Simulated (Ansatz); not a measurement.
The first iterations of a band of BH$_{5}$OSSi (9 atoms, charge 0, multiplicity 1).

Computed with RKS PBE0/def2-SVP in Ansatz 0.2.0.

- movable images: 7
- climbing image: yes
- spring: 5.0 eV/Å²
- optimiser: quadratic models (default)
- start path: through a guess of the saddle point
- force threshold: 0.03 eV/Å
- iteration limit: 10
- end points: relaxed

Initial state:

```xyz
9
Properties=species:S:1:pos:R:3
B -0.574 1.648 0.673
O 0.211 0.811 -0.038
Si 0.491 -0.843 0.067
S -0.452 -1.893 -1.531
H -1.214 1.230 1.619
H -0.608 2.812 0.343
H 1.966 -1.007 0.020
H -0.113 -1.387 1.313
H 0.381 -1.417 -2.482
```

Final state:

```xyz
9
Properties=species:S:1:pos:R:3
B -0.573 1.646 0.671
O 0.220 0.811 -0.033
Si 0.492 -0.844 0.070
S -0.455 -1.887 -1.531
H -0.605 2.811 0.342
H -1.224 1.227 1.609
H 1.967 -1.013 0.021
H -0.112 -1.389 1.315
H 0.378 -1.409 -2.482
```

| iteration | highest image above the first end (eV) | largest band force component (eV/Å) |
| --- | --- | --- |
| 1 | 31.684 | 97.923 |
| 2 | 13.833 | 37.434 |
| 3 | 8.278 | 21.022 |

Task: Does the band converge within its limit, and where does its top end?

Result: It did not converge within its limit. It ended after 10 iterations with the highest image 0.201 eV above the first end. The band didn't meet its force threshold, so its energies are provisional: the largest band force was still 0.97 eV/Å, and over the last iterations the top moved between 0.20 and 0.39 eV.

Time of the run: 8 min on 1 CPU thread of a shared host.
